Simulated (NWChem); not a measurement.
Species: AlF₂ cation; SMILES [F][Al+][F]

```xyz
3

Al     0.0000     0.0000     0.0000
F      0.0000     0.0000     1.6019
F      0.0000     0.0000    -1.6019
```
Atoms are numbered in this order, from 1.

Level: B3LYP/6-31G* (spherical d) (NWChem), optimised geometry, unscaled harmonic frequencies. 

| frequency (cm⁻¹) | IR intensity (km/mol) |
|---|---|
| 182 | 141.6 |
| 182 | 141.6 |
| 754 | 0.0 |
| 1168 | 102.7 |

```
Item                                                                                Value
-----------------------------------------------------------------------  ----------------
zero-point energy                                                            3.3 kcal/mol
thermal correction to the enthalpy at 298.15 K (with zero-point energy)      6.1 kcal/mol
heat capacity Cv                                                          9.6 cal/(mol K)
entropy at 298.15 K and 1 atm (symmetry number 2)                        58.0 cal/(mol K)
```

Rigid rotor and harmonic oscillator.
